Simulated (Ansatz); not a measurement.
`[F][GeH2][I]` → `[F][GeH]` + HI at 600 K and 1 bar (germylene formation by 1,1-elimination).

Gas-phase electronic energies from Ansatz, PBE0-D4/def2-TZVP geometries. CCSD(T)/CBS is the MP2 limit (def2-TZVPP, def2-QZVPP) plus CCSD(T) − MP2 in def2-TZVPP, frozen cores. def2 core potentials past Kr. For Ge, I outer-core shells are correlated without core-valence functions, which leaves a few kJ/mol of doubt a bond. Scalar relativity is left out up to krypton.

```csv
species,CCSD(T)/CBS energy (Eh),H − E (kJ/mol),S (J/(mol·K))
`[F][GeH2][I]`,-2474.61172,87.3,368.3
`[F][GeH]`,-2176.50038,43.8,283.3
HI,-298.03592,31.6,227.0
```

H − E and S are ideal-gas, rigid-rotor, harmonic terms from PBE0-D4/def2-TZVP. 1 Eh = 2625.50 kJ/mol, R = 8.31446 J/(mol·K).

Q: By hand: ΔE, ΔH, ΔS and ΔG.

A: ΔE = (-2176.50038) + (-298.03592) − (-2474.61172) = 0.07542 Eh = 198.0 kJ/mol. Δ(H − E) = 43.8 + 31.6 − 87.3 = -11.9, so ΔH = 186.1 kJ/mol. ΔS = 283.3 + 227.0 − 368.3 = 142.0 J/(mol·K). ΔG = 186.1 − 600 × (142.0)/1000 = 100.9 kJ/mol.

Q: By hand: the equilibrium constant, and the temperature at which ΔG would vanish if ΔH and ΔS stayed fixed.

A: log₁₀ K = −ΔG/(RT ln 10) = -8.8. ΔG = 0 at ΔH/ΔS = 1311 K.

The number of gas molecules changes by +1, which sets the sign of ΔS. A doubt of 5 kJ/mol in ΔE shifts log₁₀ K by 0.4 here. These are equilibria of isolated gas molecules and say nothing of rates. Largest T1 diagnostic: 0.014 (customary marks: 0.02 for closed shells, 0.045 for open ones).
